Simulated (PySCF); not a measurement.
From one molecule to another.

First species: C4H10N2.
Cartesian coordinates in Å at the GFN2-xTB level; atoms count from 1:
```xyz
16
C4H10N2 angstrom
C     -2.302   -0.597   -0.146
C     -1.035    0.081    0.356
N     -0.165    0.396   -0.767
C      1.075    1.031   -0.384
C      2.091    0.142    0.279
N      1.922   -1.100    0.321
H     -2.791    0.029   -0.887
H     -2.987   -0.772    0.680
H     -2.061   -1.553   -0.605
H     -0.542   -0.565    1.098
H     -1.292    1.027    0.845
H      0.058   -0.468   -1.255
H      1.546    1.444   -1.286
H      0.854    1.874    0.280
H      2.962    0.678    0.686
H      2.659   -1.636    0.773
```

Second species: C4H9F2N.
SMILES: `CCNCC(F)F`

Levels: PBE0/def2-SVPD for dipole moment, HOMO energy, LUMO energy, HOMO–LUMO gap, static isotropic polarisability and electronic spatial extent ⟨r²⟩ about the centre of nuclear charge; TDDFT PBE0/def2-SVPD for lowest singlet excitation; TDA PBE0/def2-SVPD for lowest triplet excitation (Tamm–Dancoff); GFN2-xTB for rotational constant A and rotational constant C. Geometries: GFN2-xTB. Each species is one conformer at its optimised geometry, gas phase, non-relativistic unless stated. Electronic properties by PySCF.

Dipoles, sizes and rotational constants follow the conformer. The torsions of the flexible species, by atom-mapped SMILES:
- `[H]/[N:6]=[CH:5]/[CH2:4][NH:3][CH2:2][CH3:1]`: C1–C2–N3–C4 -179°, C2–N3–C4–C5 73°, N3–C4–C5–N6 9°
- `[CH3:1][CH2:2][NH:3][CH2:4][CH:5]([F:6])[F:7]`: C1–C2–N3–C4 -179°, C2–N3–C4–C5 180°, N3–C4–C5–F6 169°

Values for the first species:

* Dipole moment: 2.10 D
* HOMO energy: -6.34 eV
* LUMO energy: -0.20 eV
* HOMO–LUMO gap: 6.14 eV
* Lowest singlet excitation: 4.75 eV
* Lowest triplet excitation (Tamm–Dancoff): 4.33 eV
* Static isotropic polarisability: 66.4 au
* Electronic spatial extent ⟨r²⟩ about the centre of nuclear charge: 740 bohr²
* Rotational constant A: 7.185 GHz
* Rotational constant C: 1.752 GHz

Q: Estimate the same properties for the second species, and the change in each.

A: 
| property | first | second | second less first |
| --- | --- | --- | --- |
| dipole moment | 2.10 D | 2.32 D | +0.22 D |
| HOMO energy | -6.34 eV | -6.97 eV | -0.63 eV |
| LUMO energy | -0.20 eV | 0.67 eV | +0.87 eV |
| HOMO–LUMO gap | 6.14 eV | 7.64 eV | +1.50 eV |
| lowest singlet excitation | 4.75 eV | 6.36 eV | +1.61 eV |
| lowest triplet excitation (Tamm–Dancoff) | 4.33 eV | 6.14 eV | +1.81 eV |
| static isotropic polarisability | 66.4 au | 62.0 au | -4.4 au |
| electronic spatial extent ⟨r²⟩ about the centre of nuclear charge | 740 bohr² | 1161 bohr² | +421 bohr² |
| rotational constant A | 7.185 GHz | 7.234 GHz | +0.049 GHz |
| rotational constant C | 1.752 GHz | 0.964 GHz | -0.788 GHz |

On the first: No computed singlet falls in the visible range (750 to 380 nm, 1.65 to 3.26 eV); S1 lies 1.49 eV above its blue end.

On the second: The principal polarisabilities are 54.6, 58.4 and 72.9 au; their mean is the isotropic value.
